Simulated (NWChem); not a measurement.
## Basis-set convergence for AgI

```xyz
2

Ag     0.0000     0.0000    -1.3683
I      0.0000     0.0000     1.2134
```
Charge 0, spin multiplicity 1.

Everything below was run with NWChem. The geometry was optimised at PBE0/def2-SVP with def2 effective core potentials on Ag, I, a minimum by its harmonic frequencies.

Quantity: vertical ionisation energy at the level ΔHF (Δ: difference of total energies, the cation a doublet at the parent's geometry with its hole in an orbital of symmetry b2 (C2v labels); it is the state that the SCF runs reached, from PBE0 orbitals for Hartree-Fock references, and need not be the lowest).

Effective core potentials replace the inner electrons of Ag, I; spin-orbit coupling is left out. The structure started from a generated list of species. No SCF solution was tested for a lower state. Open-shell Hartree-Fock references start from PBE0 orbitals; any time given for them includes that run.

Relative cost: rough, from shared machines, SCF included, def2-SVP = 1.

```
basis       functions  vertical ionisation energy (eV)  relative cost
----------  ---------  -------------------------------  -------------
def2-SVP           57                             7.78              1
def2-SVPD          69                             7.80        under 3
def2-TZVP          90                             7.71        under 3
def2-TZVPD         99                             7.71        under 3
def2-TZVPP        106                             7.72        under 3
def2-QZVP         154                             7.71              8
```

Smallest basis within 0.2 eV of def2-QZVP, the largest set run: def2-SVP, with 57 functions against 154 and about 10 % of the time (also within reach: def2-SVPD, def2-TZVP, def2-TZVPD, def2-TZVPP). def2-QZVP isn't the basis-set limit itself, and a small set can land close by cancellation.
